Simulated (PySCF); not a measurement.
## input.py for P

File input.py (PySCF 2.14):

```python
from pyscf import gto, dft

mol = gto.M(
    atom='P 0 0 0',
    basis='3-21g',
    charge=0,
    spin=3,
    verbose=4,
)
mf = dft.UKS(mol, xc='tpss')
mf.kernel()
mf.analyze()
print('orbital energies (hartree):', [e[max(0, n-3):n+3].round(4) for e, n in zip(mf.mo_energy, mol.nelec)])
```

```bash
$ OMP_NUM_THREADS=1 python input.py
```

The log (some set-up lines and the per-cycle HOMO/LUMO lines with their warnings removed):

```
PySCF version 2.14.0

[INPUT] verbose = 4
[INPUT] num. atoms = 1
[INPUT] num. electrons = 15
[INPUT] charge = 0
[INPUT] spin (= nelec alpha-beta = 2S) = 3
[INPUT] symmetry False subgroup None
[INPUT] Mole.unit = angstrom
[INPUT] Symbol           X                Y                Z      unit          X                Y                Z       unit  Magmom
[INPUT]  1 P      0.000000000000   0.000000000000   0.000000000000 AA    0.000000000000   0.000000000000   0.000000000000 Bohr   0.0

nuclear repulsion = 0
number of shells = 7
number of NR pGTOs = 27
number of NR cGTOs = 13
basis = 3-21g
ecp = {}

******** <class 'pyscf.dft.uks.UKS'> ********
method = UKS
initial guess = minao
damping factor = 0
level_shift factor = 0
DIIS = <class 'pyscf.scf.diis.CDIIS'>
diis_start_cycle = 1
diis_space = 8
diis_damp = 0
SCF conv_tol = 1e-09
SCF conv_tol_grad = None
SCF max_cycles = 50
direct_scf = True
direct_scf_tol = 1e-13
number electrons alpha = 9  beta = 6
XC library pyscf.dft.libxc version 7.0.0
    S. Lehtola, C. Steigemann, M. J.T. Oliveira, and M. A.L. Marques.,  SoftwareX 7, 1–5 (2018)
XC functionals = tpss
    J. Tao, J. P. Perdew, V. N. Staroverov, and G. E. Scuseria.,  Phys. Rev. Lett. 91, 146401 (2003)
    J. P. Perdew, J. Tao, V. N. Staroverov, and G. E. Scuseria.,  J. Chem. Phys. 120, 6898 (2004)
    J. Tao, J. P. Perdew, V. N. Staroverov, and G. E. Scuseria.,  Phys. Rev. Lett. 91, 146401 (2003)
    J. P. Perdew, J. Tao, V. N. Staroverov, and G. E. Scuseria.,  J. Chem. Phys. 120, 6898 (2004)
radial grids:
    Treutler-Ahlrichs [JCP 102, 346 (1995); DOI:10.1063/1.469408] (M4) radial grids

becke partition: Becke, JCP 88, 2547 (1988); DOI:10.1063/1.454033
pruning grids: <function nwchem_prune>
grids dens level: 3
symmetrized grids: False
atomic radii adjust function: <function treutler_atomic_radii_adjust>
small_rho_cutoff = 0
Set gradient conv threshold to 3.16228e-05
tot grids = 19184
init E= -339.231093288971

cycle= 1 E= -339.55240190705  delta_E= -0.321  |g|= 0.048  |ddm|= 0.871
cycle= 2 E= -339.553736021093  delta_E= -0.00133  |g|= 0.0199  |ddm|= 0.118
cycle= 3 E= -339.553965703543  delta_E= -0.00023  |g|= 0.00128  |ddm|= 0.0392
cycle= 4 E= -339.553967058934  delta_E= -1.36e-06  |g|= 7.12e-05  |ddm|= 0.00301
cycle= 5 E= -339.553967063196  delta_E= -4.26e-09  |g|= 2.72e-06  |ddm|= 0.000174
cycle= 6 E= -339.553967063202  delta_E= -6.42e-12  |g|= 3.45e-09  |ddm|= 6.13e-06
Extra cycle  E= -339.553967063202  delta_E=    0  |g|= 1e-09  |ddm|= 1.17e-08
converged SCF energy = -339.553967063202  <S^2> = 3.7504581  2S+1 = 4.000229
**** SCF Summaries ****
Total Energy =                        -339.553967063201981
Nuclear Repulsion Energy =               0.000000000000000
One-electron Energy =                 -469.659156303435907
Two-electron Energy =                  130.105189240233898
Two-electron Coulomb Energy =          153.265913675421814
DFT Exchange-Correlation Energy =      -23.160724435187920
**** MO energy ****
                             alpha | beta                alpha | beta
MO #1   energy= -76.0836755237963  | -76.0721562687716  occ= 1 | 1
MO #2   energy= -6.3514199469936   | -6.3403807965477   occ= 1 | 1
MO #3   energy= -4.53269348969621  | -4.51738961294804  occ= 1 | 1
MO #4   energy= -4.53269348969621  | -4.51738961294804  occ= 1 | 1
MO #5   energy= -4.5326934896962   | -4.51738961294803  occ= 1 | 1
MO #6   energy= -0.55005001669487  | -0.432897987963439 occ= 1 | 1
MO #7   energy= -0.233303591377366 | -0.129035146394772 occ= 1 | 0
MO #8   energy= -0.233303591377363 | -0.129035146394771 occ= 1 | 0
MO #9   energy= -0.233303591377363 | -0.12903514639477  occ= 1 | 0
MO #10  energy= 0.336777920820231  | 0.400209851756061  occ= 0 | 0
MO #11  energy= 0.406663067614813  | 0.469525138469028  occ= 0 | 0
MO #12  energy= 0.406663067614817  | 0.469525138469031  occ= 0 | 0
MO #13  energy= 0.406663067614829  | 0.469525138469044  occ= 0 | 0

To work with the spin densities directly, `use mulliken_meta_spin()` only printing them here.

 ** Mulliken spin pop alpha/beta on meta-lowdin orthogonal AOs **
 ** Mulliken Spin Density (per AO)  **
 ** Mulliken Spin Density (per atom)  **
spin density of  0 P =      3.00000
 ** Mulliken pop alpha/beta on meta-lowdin orthogonal AOs **
 ** Mulliken pop       alpha | beta **
pop of  0 P 1s        1.00000 | 1.00000
pop of  0 P 2s        0.99949 | 0.99970
pop of  0 P 3s        0.99991 | 0.99987
pop of  0 P 4s        0.00060 | 0.00043
pop of  0 P 2px       0.99988 | 0.99973
pop of  0 P 2py       0.99988 | 0.99973
pop of  0 P 2pz       0.99988 | 0.99973
pop of  0 P 3px       0.99995 | 0.00017
pop of  0 P 3py       0.99995 | 0.00017
pop of  0 P 3pz       0.99995 | 0.00017
pop of  0 P 4px       0.00017 | 0.00009
pop of  0 P 4py       0.00017 | 0.00009
pop of  0 P 4pz       0.00017 | 0.00009
In total             9.00000 | 6.00000
 ** Mulliken atomic charges   ( Nelec_alpha | Nelec_beta ) **
charge of  0P =      0.00000  (     9.00000      6.00000 )
Dipole moment(X, Y, Z, Debye): -0.00000, -0.00000,  0.00000
orbital energies (hartree): [array([-0.2333, -0.2333, -0.2333,  0.3368,  0.4067,  0.4067]), array([-4.5174, -4.5174, -0.4329, -0.129 , -0.129 , -0.129 ])]
```

In short: E(SCF) = -339.553967 Eh, 6 cycles, ⟨S²⟩ = 3.750.

It ran on Intel Xeon Platinum 8259CL @ 2.50GHz (1 thread, shared host) in 1.6 s, peak memory 0.12 GiB.

The basis is very small, so the numbers show the basis as much as the system. No search for the lowest solution was made.
